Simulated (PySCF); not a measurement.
Correlation energy of Be (beryllium, neutral)

[He] 2s2, closed-shell 1S. Calculation: PySCF 2.14, in dyall-acv3z (15s9p4d2f, 76 functions); the spin-free X2C one-electron Hamiltonian (Gaussian nucleus). Frozen: nothing; 4 electrons correlated; the 5 highest virtual orbitals of each spin left out.

| level | correlation energy (mhartree) |
| --- | --- |
| CCSD | -90.68 |
| (T) | -0.48 |
| CCSD(T) | -91.16 |

Diagnostics: T1 = 0.017, D1 = 0.0336, largest double amplitude 0.085.

Problem. Is a single reference adequate?

Solution. Mostly. T1 lies below 0.03, but a double amplitude of this size points to a near-degeneracy that CCSD handles and MP2 describes poorly.
